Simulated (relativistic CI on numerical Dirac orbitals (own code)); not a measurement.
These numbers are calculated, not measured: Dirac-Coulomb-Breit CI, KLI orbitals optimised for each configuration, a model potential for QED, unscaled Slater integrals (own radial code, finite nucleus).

Configuration list (outside the closed core [Ne]): 3s²3p³, 3s3p⁴, 3s²3p²3d, 3p⁵, 3s3p³3d, 3p⁴3d, 3s3p²3d², 3s²3p3d4p, 3p⁴4s, 3s3p²3d4s, 3s²3p²4s, 3p⁴4p, 3s²3p²4p, 3s²3p²4d, 3p³3d4p, 3s3p³4s, 3s²3p²4f, 3s3p³4p, 3s3p³4d, 3s3p³4f, 3s²3p²5s, 3s²3p²5p, 3s²3p4s4p, 3s²3p²5d, 3s²3p²5f, 3s²3p²5g, 3s3p²4s², 3s3p³5s, 3s²3p3d², 3s²3d³, 3s3p3d³, 3s²3d²4s, 3s²3d²4p, 3s²3d²4d, 3p³3d², 3p²3d³, 3p²3d²4s, 3p²3d²4p, 3p²3d²4d, 3s²3p3d4s, 3s3p3d²4s, 3s²3d4s², 3s²3d4s4p, 3s²3d4s4d, 3s3p²3d4p, 3s3p3d²4p, 3s3p3d4s4p, 3s3p3d4p², 3s3p3d4p4d, 3p³3d4s, 3p²3d4s², 3p²3d4s4p, 3p²3d4s4d, 3s²3p4s², 3s3p3d4s², 3s²4s²4p, 3s²4s²4d, 3s²3p4p², 3s²3d4p², 3s²4s4p², 3s²4p³, 3s²4p²4d, 3s3p²4s4p, 3s3p4s²4p, 3s3p4s4p², 3s3p4s4p4d. Double excitations out of closed p, d and f shells are left out; levels of such configurations are missing from the list, as are those of other unlisted configurations, and high levels can miss mixing partners. These lack a partner that the ground configuration has and come out too high: 3s²3p²4f, 3s3p³4d, 3s3p³4f, 3s²3p²5s, 3s²3p²5p.

At this charge energies of transitions that change n are usually good to better than 1 %, and those within a shell (Δn = 0) to a few per cent.

Outline of the computed level scheme of Tc XXIX. Lowest level of each configuration: 3s²3p³ ⁴S°3/2 at 0.000 eV; 3s3p⁴ ⁴P5/2 at 94.404 eV; 3s²3p²3d ⁴F3/2 at 115.278 eV; 3s3p³3d ⁶D°1/2 at 201.617 eV.

Some strong electric-dipole decays among the lowest 45 levels: 3s²3p²3d ²S1/2 → 3s²3p³ ²P°3/2 (2.7e+11 s⁻¹); 3s²3p²3d ²F7/2 → 3s²3p³ ²D°5/2 (2.6e+11 s⁻¹); 3s3p⁴ ²P3/2 → 3s²3p³ ⁴S°3/2 (2.5e+11 s⁻¹); 3s²3p²3d ²P1/2 → 3s²3p³ ²D°3/2 (2.4e+11 s⁻¹); 3s²3p²3d ²D5/2 → 3s²3p³ ²P°3/2 (2.2e+11 s⁻¹); 3s²3p²3d ²D3/2 → 3s²3p³ ²D°3/2 (1.9e+11 s⁻¹); 3s²3p²3d ²P1/2 → 3s²3p³ ²P°1/2 (1.8e+11 s⁻¹); 3s²3p²3d ⁴P5/2 → 3s²3p³ ⁴S°3/2 (1.8e+11 s⁻¹).

LS names give the leading component of a level, which can be under half, so a name can repeat, a term be missing and a line seem to break the LS rules.
